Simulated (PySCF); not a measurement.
## Radial density of Xe (xenon, neutral)

UHF, [Kr] 4d10 5s2 5p5 5d1, one real determinant (an excited configuration). All numbers are calculated (PySCF 2.14, a scalar-relativistic core potential, in aug-cc-pVQZ-PP with one added diffuse shell each of s, p, d, f, g type with ECP28MDF (8s8p6d4f3g, 117 functions)). This is the valence pseudo-density: the core potential removes the inner electrons and smooths the orbitals near the nucleus.

```json
{"r (bohr)": "0.00117", "4πr²ρ (e/bohr)": "1.700e-05", "4πr²(ρα − ρβ)": "0.0000"}
{"r (bohr)": "0.00197", "4πr²ρ (e/bohr)": "4.736e-05", "4πr²(ρα − ρβ)": "0.0000"}
{"r (bohr)": "0.00331", "4πr²ρ (e/bohr)": "0.0001285", "4πr²(ρα − ρβ)": "0.0000"}
{"r (bohr)": "0.00556", "4πr²ρ (e/bohr)": "0.0003282", "4πr²(ρα − ρβ)": "0.0000"}
{"r (bohr)": "0.00935", "4πr²ρ (e/bohr)": "0.0007583", "4πr²(ρα − ρβ)": "0.0000"}
{"r (bohr)": "0.0157", "4πr²ρ (e/bohr)": "0.001572", "4πr²(ρα − ρβ)": "0.0000"}
{"r (bohr)": "0.0265", "4πr²ρ (e/bohr)": "0.002675", "4πr²(ρα − ρβ)": "0.0000"}
{"r (bohr)": "0.0445", "4πr²ρ (e/bohr)": "0.003698", "4πr²(ρα − ρβ)": "0.0000"}
{"r (bohr)": "0.0749", "4πr²ρ (e/bohr)": "0.006069", "4πr²(ρα − ρβ)": "0.0000"}
{"r (bohr)": "0.126", "4πr²ρ (e/bohr)": "0.03213", "4πr²(ρα − ρβ)": "0.0002"}
{"r (bohr)": "0.212", "4πr²ρ (e/bohr)": "0.3546", "4πr²(ρα − ρβ)": "0.0019"}
{"r (bohr)": "0.356", "4πr²ρ (e/bohr)": "4.934", "4πr²(ρα − ρβ)": "0.0312"}
{"r (bohr)": "0.599", "4πr²ρ (e/bohr)": "26.95", "4πr²(ρα − ρβ)": "0.1315"}
{"r (bohr)": "1.01", "4πr²ρ (e/bohr)": "15.77", "4πr²(ρα − ρβ)": "0.0082"}
{"r (bohr)": "1.70", "4πr²ρ (e/bohr)": "5.304", "4πr²(ρα − ρβ)": "0.6058"}
{"r (bohr)": "2.85", "4πr²ρ (e/bohr)": "1.838", "4πr²(ρα − ρβ)": "0.4017"}
{"r (bohr)": "4.80", "4πr²ρ (e/bohr)": "0.2189", "4πr²(ρα − ρβ)": "0.1585"}
{"r (bohr)": "8.07", "4πr²ρ (e/bohr)": "0.09223", "4πr²(ρα − ρβ)": "0.0921"}
{"r (bohr)": "13.6", "4πr²ρ (e/bohr)": "0.004623", "4πr²(ρα − ρβ)": "0.0046"}
```

⟨L²⟩ = 7.94 against 12 for a pure F term, so this real determinant mixes terms. Energies and moments cover only the electrons outside the core potential. The outer electron is Rydberg-like, and this basis confines it to a smaller radius and binds it less than a complete one would.
